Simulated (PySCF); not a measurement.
## Dipole response of Ir+ (iridium, charge +1)

[Xe] 4f14 5d6 6s2, high-spin 5D determinant (an excited configuration). Computed with PySCF 2.14 in aug-cc-pVTZ-PP with ECP60MDF, with a scalar-relativistic core potential. Coupled (time-dependent) response in atomic units; α is the mean over directions.

| method | mean α (bohr³) | α xx, yy, zz | C₆ (like pair) | S(−4) |
| --- | --- | --- | --- | --- |
| BHandHLYP | 31.09 | 31.09, 31.09, 31.11 | 279.4 | 319.1 |
| M06-L | 31.31 | 31.29, 31.29, 31.35 | 286.1 | 313.2 |

S(−4) is the Cauchy moment in α(ω) = α(0) + S(−4) ω² + …

Spin-orbit coupling is absent.

α(iu) at M06-L:

| u (hartree) | α(iu) (bohr³) |
| --- | --- |
| 0 | 31.31 |
| 0.0500 | 30.55 |
| 0.100 | 28.54 |
| 0.200 | 23.05 |
| 0.300 | 18.09 |
| 0.500 | 11.79 |
| 0.750 | 7.849 |
| 1.00 | 5.739 |
| 1.50 | 3.553 |
| 2.00 | 2.441 |
| 3.00 | 1.354 |
| 5.00 | 0.5824 |

A single London oscillator, α(iu) = α/(1 + u²/ω²), gives C₆ = (3/4) ω α². Matching the computed C₆ needs ω = 4 × 286.1 / (3 × 31.31²) = 0.389 hartree.

For an ion, C₆ is the dispersion term alone; charge-induced terms of lower order in 1/R come first.

The components differ because the open shell of this determinant is not spherical; for a pure term their mean is the scalar polarisability.

Energies and moments cover only the electrons outside the core potential. Spin-orbit coupling, absent here, splits the open shell strongly.
